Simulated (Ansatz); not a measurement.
C₂HF₃Zr (`C#[C][Zr]([F])([F])[F]`). The species carries charge 0 and has multiplicity 1. Correlated methods include outer-core shells of Zr, which these sets cover unevenly. Zr: def2 effective core potential.

| atom | x (Å) | y (Å) | z (Å) |
| --- | --- | --- | --- |
| C1 | 2.0437 | -0.8771 | -0.0596 |
| C2 | 0.9281 | -0.3977 | -0.0264 |
| Zr3 | -1.0713 | 0.4599 | 0.0314 |
| F4 | -1.4594 | 1.0119 | 1.7971 |
| F5 | -2.3224 | -0.8453 | -0.5201 |
| F6 | -1.1428 | 1.9467 | -1.1337 |
| H7 | 3.0242 | -1.2984 | -0.0888 |

Give the diagnostics of a CCSD(T)/def2-TZVPP run (frozen core, the Gaussian-basis code of Ansatz). (Estimate.)

Ansatz gave: T1 = 0.0175, largest single amplitude 0.034, largest double 0.044, (T) share of the correlation energy 4.0 %, 11 CCSD cycles. The RHF solution is stable towards an unrestricted one. T1 lies under the customary mark of 0.02 for closed shells.
